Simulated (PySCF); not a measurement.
Stepwise substitution at one centre (B NH2-H). All species are isolated molecules in the gas phase. Strings in code marks are SMILES.

Level of theory: B3LYP-D3(BJ)/def2-TZVP (PySCF 2.14.0). B3LYP has the VWN-RPA correlation part, as in Gaussian. Excitations are Tamm–Dancoff values on a coarser integration grid. The basis has no diffuse functions, so Rydberg states are missing or too high.

| species | HOMO–LUMO gap (eV) | HOMO (eV) | dipole moment (D) | S1–T1 gap (TDA) (eV) |
|---|---|---|---|---|
| 0 of 3 NH2 replaced by H | 6.81 | -6.29 | 0.02 | 0.27 |
| 1 of 3 NH2 replaced by H | 7.36 | -6.63 | 1.35 | 0.29 |
| 2 of 3 NH2 replaced by H (`BN`) | 8.40 | -8.42 | 1.97 | 1.24 |
| 3 of 3 NH2 replaced by H (`B`) | 7.52 | -9.75 | 0.00 | – |
